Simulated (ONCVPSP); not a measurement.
boron: ONCV pseudisation with PBEsol, fully relativistic reference atom.

- Element: boron (B)
- Generator: ONCVPSP 4.0.1
- Type: optimised norm-conserving Vanderbilt (ONCV)
- Functional: PBEsol
- Relativity: fully relativistic
- Frozen core: [He]
- Valence charge: 3
- Reference configuration: 2s2 2p1
- Partial waves: 2s: rc 1.55 bohr, ncon 4, nbas 8, qcut 3.5 1/bohr, 2 projectors, debl 0.7 Ha; 2p: rc 3.85 bohr, ncon 4, nbas 9, qcut 3.3 1/bohr, 1 projector; d scattering state at 0.09 Ha: rc 3.70 bohr, ncon 4, nbas 9, qcut 2.7 1/bohr, 2 projectors, debl 2 Ha
- Local potential: polynomial inside 1.25 bohr (lpopt 3, dvloc0 0 Ha)
- Core correction: none

Open shells are filled in proportion to 2j + 1.

All-electron outer shells of the reference configuration (PBEsol, scalar-relativistic, ld1.x):

```csv
shell,level (eV),outermost node (bohr),outermost maximum (bohr)
1s,-179.55,–,0.21
2s,-9.36,0.46,1.52
2p,-3.56,–,1.59
```

What the tests gave:

```
Cutoffs needed           : 20 Ha and 67 Ha (the cutoffs (Ha) at which the residual kinetic energy of the hardest occupied pseudo-wave falls to 1 and 0.1 mHa per electron)
Ghost test               : no bound ghost flagged; GHOST(+) flagged for d5/2 at 218.3 eV, d3/2 at 218.4 eV
Largest excitation error : +718 meV (all-electron minus pseudo) for 2s1 2p0, out of 4 test configurations
```

Generation and tests took about 5.4 s on one core of a shared server CPU.
